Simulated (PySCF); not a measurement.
C3H13NSi2.
InChI=1S/C3H13NSi2/c1-3(2)4-6-5/h3-4H,6H2,1-2,5H3

Torsions of this conformer, `[CH3:1][CH:2]([CH3:3])[NH:4][SiH2:5][SiH3:6]`: C1–C2–N4–Si5 -88°, C2–N4–Si5–Si6 -169°.

The closed-shell ground state was solved at several levels (PySCF, density fitting, gas phase, non-relativistic). One conformer (not necessarily the lowest) at the PBE0-D3(BJ)/def2-SVP geometry, without solvent, vibrations or thermal averaging.

```json
{"level": "B97-2/pcSseg-1", "basis functions": "181", "total energy (Eh)": "-755.8124", "HOMO (eV)": "-6.51", "LUMO (eV)": "0.18", "gap (eV)": "6.69", "dipole (D)": "1.35"}
{"level": "wB97X-D/def2-SVPD", "basis functions": "232", "total energy (Eh)": "-755.5346", "HOMO (eV)": "-8.64", "LUMO (eV)": "1.75", "gap (eV)": "10.39", "dipole (D)": "1.34"}
```

Q: Estimate the row for PBE0/pcSseg-1, a basis of 181 functions; the other rows only guide the guess.

A: Total energy -755.3867 Eh, HOMO -6.76 eV, LUMO 0.16 eV, gap 6.92 eV, dipole 1.36 D.

Q: Over all these levels, which gives the widest orbital gap and which the narrowest?

A: wB97X-D/def2-SVPD (range-separated hybrid) has the widest, 10.39 eV, and B97-2/pcSseg-1 (global hybrid, 21 % exact exchange) the narrowest, 6.69 eV. Functional and basis both differ between the two, so the spread mixes both effects.

Q: How far do the dipole and the HOMO energy spread over the levels?

A: The dipole runs from 1.34 to 1.36 D (mean 1.35 D) and the HOMO from -8.64 to -6.51 eV.

wB97X-D is run here without its empirical dispersion term; that term would change no orbital, density or response property at a fixed geometry.
